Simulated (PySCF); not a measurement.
H7NO2Si2, SMILES [Si@@H](O[SiH3])(N)O.

Geometry optimised at B3LYP-D3(BJ)/def2-SVP. The structure was generated by enumeration; whether it is a known compound was not checked. Other conformers were not sampled.

Two levels are set side by side: TDA-PBE/def2-SVPD (PySCF) and TDA-PBE0/def2-SVPD (PySCF). Vertical, same geometry. The lowest singlet is HOMO→LUMO 99 % with PBE and HOMO→LUMO 91 % with the other functional; states are paired by order. Differences are taken from unrounded values.

| quantity | TDA-PBE |
|---|---|
| lowest singlet excitation (eV) | 5.87 |
| lowest triplet excitation (TDA) (eV) | 5.73 |

Question: These are the TDA-PBE values. What does TDA-PBE0 give? (An estimate is asked for; the answer gives what the named calculation found.)

Answer: 
```csv
quantity,TDA-PBE0,TDA-PBE minus TDA-PBE0
lowest singlet excitation (eV),6.85,-0.98
lowest triplet excitation (TDA) (eV),6.53,-0.80
```

Functionals without exact exchange tend to place singlet excitations lower, as here. Differences between two approximate levels are no errors against the true value.

Rough cost on one machine, each run with all the roots and properties that it gave: TDA-PBE0 against TDA-PBE about 3 times.
